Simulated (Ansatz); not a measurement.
Born–Oppenheimer molecular dynamics of AlF2H4NS (9 atoms, charge 0, multiplicity 1). It starts at the highest image of a converged band, a first-order saddle point between two minima.

The calculation used Ansatz, RHF/6-31G*.

```json
{
  "ensemble": "NVE (velocity Verlet)",
  "time step": "0.5 fs",
  "steps asked": "200",
  "starting velocities drawn for": "300 K",
  "seed": "10855"
}
```

First frame:

```xyz
9
Properties=species:S:1:pos:R:3
Al -0.028 0.279 0.184
N -0.033 0.079 2.048
H -0.804 -0.391 2.487
H 0.810 -0.199 2.516
F 1.424 0.046 -0.539
F -1.405 -0.206 -0.563
S -0.275 2.634 0.782
H -1.600 2.698 0.721
H -0.200 1.578 1.881
```

(1) How far do the bonds stretch over the last three quarters of this one trajectory? (Pairs bonded in most of those frames.)

Results:

(1) 
```csv
bond,mean (Å),spread (Å),shortest,longest
Al1–N2,2.235,0.218,1.85,2.50
Al1–F5,1.647,0.027,1.61,1.70
Al1–F6,1.658,0.033,1.60,1.72
Al1–S7,2.272,0.144,2.04,2.45
N2–H3,1.011,0.031,0.95,1.08
N2–H4,1.012,0.041,0.94,1.08
N2–H9,1.064,0.135,0.85,1.26
S7–H8,1.331,0.007,1.32,1.34
```

Mean temperature of the second half: 1299 K. The conserved energy stayed within 2.9 meV per atom of its start (net change -0.064 meV per atom), so there is no drift, though single steps change it by up to 28 meV in the whole system, a sign of fast motions only just resolved. The kinetic energy rose, since the run started high on the potential surface and went downhill. A run of 0.1 ps of so small a system gives no equilibrium averages. The orbitals stay closed-shell, which can raise the energy where a bond breaks towards radicals; this wasn't checked here.

Time of the run: 12 min on 1 thread of Arm Neoverse N1 (shared host), peak memory 0.17 GiB.
